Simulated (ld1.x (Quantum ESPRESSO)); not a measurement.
**Before and after: TM potential for sulfur (S)**

| Item | Value |
| --- | --- |
| Element | sulfur (S) |
| Generator | ld1.x (Quantum ESPRESSO) 7.5 |
| Type | norm-conserving Troullier–Martins (Kleinman–Bylander form) |
| Functional | PBEsol |
| Relativity | scalar-relativistic |
| Frozen core | [Ne] |
| Valence charge | 6 |
| Reference configuration | 3s2 3p3.5 (charge +0.5) |
| Partial waves | 3p (bound): rc 1.25 bohr; 3d channel at -0.1 Ry: rc 1.25 bohr; 3s (bound): rc 1.30 bohr |
| Local potential | the s channel |
| Core correction | none |

Change: wave 3p (bound): rc 1.25 bohr becomes 3p (bound): rc 1.04 bohr.

Cutoffs: the cutoffs (Ry, on a coarse ladder) from which the occupation-weighted sum of valence levels, in a spherical-Bessel basis at the reference potential, stays within 10 and 1 mRy of its value at 400 Ry; they do not see the model core or the augmentation charge, which bear on the density cutoff. Errors are all-electron minus pseudo energies relative to the spin-unpolarised reference configuration.

**Question.** How do hardness, ghosts and transferability respond?

**Answer.** The potential gets harder (55 Ry and 110 Ry → 120 Ry and 230 Ry); of the 7 tests that both files solve, the error grows in 3 and shrinks in 0 by more than 15 % and 0.3 meV (median size 1.8 → 10.9 meV); the range in which the p phases agree narrows (upper end at the end of the scan → 3.0); neither file shows a bound ghost. A smaller radius makes the pseudo-wave follow the all-electron one further in, where it bends more sharply, so more plane waves are needed. That the errors move this way runs against the usual rule that smaller radii transfer better.

| quantity | base | changed |
| --- | --- | --- |
| cutoff, loose | 55 Ry | 120 Ry |
| cutoff, tight | 110 Ry | 230 Ry |
| loose cutoff by channel (10 mRy a level) | p 12 Ry, s 21 Ry | p 100 Ry, s 21 Ry |
| bound ghosts | none | none |
| error for 3s2 3p4, meV [ΔE -4.64 eV] | +1.0 | +1.0 |
| error for 3s2 3p3, meV [ΔE 7.09 eV] | +0.8 | +1.1 |
| error for 3s2 3p2, meV [ΔE 29.33 eV] | +15 | +17 |
| error for 3s2 3p1, meV [ΔE 63.33 eV] | +66 | +64 |
| error for 3s0 3p6, meV [ΔE 16.04 eV] | +4.1 | +48 |
| error for 3s1 3p5, meV [ΔE 5.64 eV] | +1.0 | +11 |
| error for 3s2 3p4.3, meV [ΔE -6.34 eV] | +1.8 | +1.9 |
| s: phases at 1.40 bohr within 0.05 rad from the reference energy up to (Ry; the scan ends near 5) | to the end of the scan | to the end of the scan |
| p: phases at 1.40 bohr within 0.05 rad from the reference energy up to (Ry; the scan ends near 5) | to the end of the scan | 3.0 |
| d: phases at 1.40 bohr within 0.05 rad from the reference energy up to (Ry; the scan ends near 5) | to the end of the scan | to the end of the scan |
